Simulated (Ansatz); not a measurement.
Reaction (ligand exchange at a Ge–O bond): `O[SiH](O)[O][GeH3]` + CH₃NH₂ → `C[NH][GeH3]` + `O[SiH](O)O`

Calculated with Ansatz (gas phase, PBE0-D4/def2-TZVP geometries, no zero-point term in ΔE). CCSD(T)/CBS is the MP2 limit (def2-TZVPP, def2-QZVPP) plus CCSD(T) − MP2 in def2-TZVPP, frozen cores. DFT in def2-TZVPP. B3LYP here is the variant with VWN-RPA as its local correlation; programs differ in this. For Ge outer-core shells are correlated without core-valence functions, which leaves a few kJ/mol of doubt a bond. Scalar relativity is left out up to krypton. Each species was taken in one conformer, which may not be the lowest.

| level | ΔE (kJ/mol) | difference from CCSD(T)/CBS |
| --- | --- | --- |
| r2SCAN-D4 | 38.9 | 1.4 |
| PBE0-D4 | 36.4 | -1.1 |
| ωB97X-V | 40.7 | 3.2 |
| ωB97M-V | 39.2 | 1.7 |
| B2PLYP | 40.8 | 3.3 |
| PBE | 33.8 | -3.7 |
| r2SCAN | 38.6 | 1.1 |
| PBE0 | 35.8 | -1.7 |
| B3LYP | 40.7 | 3.2 |
| SCS-MP2/def2-TZVPP | 41.3 | 3.8 |
| CCSD/def2-TZVPP | 40.7 | 3.2 |
| HF/def2-QZVPP | 52.8 | 15.3 |
| MP2/def2-QZVPP | 36.9 | -0.6 |
| HF/CBS(def2) | 53.1 | 15.6 |
| MP2/CBS(def2) | 35.5 | -2.0 |
| CCSD/CBS(def2) | 38.7 | 1.2 |
| CCSD(T)/CBS | 37.5 | 0 |

Largest T1 diagnostic among the species: 0.012.

In def2-TZVPP, CCSD(T) changes the Hartree–Fock value by −11.9 kJ/mol (the triples alone add −1.2 kJ/mol) and MP2 by −13.9 kJ/mol.
